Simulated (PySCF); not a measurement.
**CrF₄: adding exact exchange**

Base calculation in PySCF with density fitting and no spin–orbit coupling, PBE/def2-SVP (no relativity): triplet, Td, Cr–F 1.705 Å (×4); wavenumbers 201 (×2), 203 (×3), 703, 782 (×3) cm⁻¹; polar-tensor charge of Cr 2.08 e, atomisation energy (no zero-point energy) 1972 kJ/mol.

What changes on going to PBE0/def2-SVP (no relativity)?

The point group stays the same. Changes: mean bond to Cr -0.022 Å, highest wavenumber +43 cm⁻¹, lowest wavenumber +12 cm⁻¹, polar-tensor charge of Cr +0.31 e, atomisation energy (no zero-point energy) -285 kJ/mol. The new structure has Cr–F 1.683 Å (×4), with wavenumbers 213 (×3), 213 (×2), 751, 825 (×3) cm⁻¹. Exact exchange shortens and stiffens the bonds, the usual pattern.

Open d or f shells are single determinants, so the state found may not be the ground state. Each species is the lowest minimum found with this bonding; other isomers or fragments can lie lower.
